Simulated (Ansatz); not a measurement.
`Sc1ccc(-c2ccc(-c3ccccc3)cc2)cc1` with charge +1. Charge 1, multiplicity 2. Geometry r2SCAN-D4/def2-SVP, that of the neutral singlet; atoms count from 1.

```xyz
33

S    -0.564   -5.353    4.863
C    -0.390   -4.024    3.710
C     0.587   -3.022    3.830
C     0.669   -2.003    2.882
C    -0.208   -1.946    1.784
C    -0.111   -0.866    0.780
C    -0.395   -1.105   -0.578
C    -0.300   -0.088   -1.526
C     0.082    1.216   -1.160
C     0.184    2.296   -2.167
C    -0.169    3.621   -1.846
C    -0.072    4.639   -2.797
C     0.380    4.356   -4.089
C     0.734    3.045   -4.423
C     0.637    2.027   -3.473
C     0.364    1.456    0.198
C     0.271    0.439    1.145
C    -1.181   -2.959    1.678
C    -1.277   -3.979    2.620
H     0.435   -4.974    5.688
H     1.295   -3.041    4.663
H     1.456   -1.251    2.984
H    -0.677   -2.111   -0.901
H    -0.542   -0.305   -2.570
H    -0.550    3.848   -0.847
H    -0.362    5.659   -2.528
H     0.456    5.154   -4.834
H     1.099    2.815   -5.428
H     0.943    1.010   -3.737
H     0.679    2.455    0.514
H     0.480    0.665    2.195
H    -1.900   -2.931    0.853
H    -2.052   -4.744    2.516
```

Single mean-field runs in def2-TZVP are fitted with def2-universal-jkfit.

(1) Estimate the Mulliken populations of the heavy atoms from the PBE0/def2-TZVP orbitals of Ansatz.

(2) Where does the spin sit?

(3) And the Mayer bond orders between bonded heavy atoms (over 0.3)?

Results:

(1) 
```tsv
atom	charge (e)	spin (α − β)
S1	0.00	0.20
C2	0.18	0.12
C3	-0.19	0.01
C4	-0.20	0.03
C5	0.17	0.11
C6	0.21	0.11
C7	-0.18	0.03
C8	-0.19	0.00
C9	0.22	0.14
C10	0.16	0.03
C11	-0.20	0.06
C12	-0.12	-0.03
C13	-0.08	0.12
C14	-0.12	-0.03
C15	-0.20	0.06
C16	-0.19	0.00
C17	-0.18	0.03
C18	-0.19	0.02
C19	-0.16	0.01
```
Mulliken values and Mayer orders depend strongly on the basis.

(2) Summed by element: S 0.20, C 0.82, H -0.03, of 1 unpaired in all. Largest on single atoms: S1 0.20, C9 0.14, C13 0.12.

(3) S1–C2 1.20 (1.77 Å); C2–C3 1.28 (1.40 Å); C2–C19 1.27 (1.41 Å); C3–C4 1.55 (1.39 Å); C4–C5 1.30 (1.41 Å); C5–C6 0.98 (1.48 Å); C5–C18 1.30 (1.41 Å); C6–C7 1.29 (1.41 Å); C6–C17 1.29 (1.41 Å); C7–C8 1.52 (1.39 Å); C8–C9 1.31 (1.41 Å); C9–C10 0.95 (1.48 Å); C9–C16 1.31 (1.41 Å); C10–C11 1.32 (1.41 Å); C10–C15 1.32 (1.41 Å); C11–C12 1.49 (1.40 Å); C12–C13 1.39 (1.40 Å); C13–C14 1.39 (1.40 Å); C14–C15 1.49 (1.40 Å); C16–C17 1.52 (1.39 Å); C18–C19 1.55 (1.39 Å).
